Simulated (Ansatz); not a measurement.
System: sum formula ZnHS (charge 0, doublet). The spin state was set by rule; other spins were not relaxed. 
Geometry from a B3LYP-D3(BJ)/def2-TZVP (Ansatz, a program for electronic structure) optimisation:
```
S
H 1 1.3462
Zn 1 2.2848 2 91.44
```
Charge 0, spin multiplicity 2.

Problem. Give the harmonic wavenumbers at B3LYP-D3(BJ)/def2-TZVP (Ansatz, finite differences of forces, unscaled).

Solution. 304, 569, 2657 cm⁻¹. Zero-point energy 5.0 kcal/mol.

Problem. From these and the geometry, give the ideal-gas thermochemistry at 298.15 K and 1 atm (rigid rotor, harmonic oscillator).

Solution. Point group Cs, rotational symmetry number 1. Rotational constants 285.9, 4.403, 4.336 GHz. S(trans) 39.67, S(rot) 21.60, S(vib) 1.90, S(elec, spin only) 1.38, S 64.6 cal/(mol K). H(298) - H(0) 2.74 kcal/mol; G - E(el) -11.5 kcal/mol.
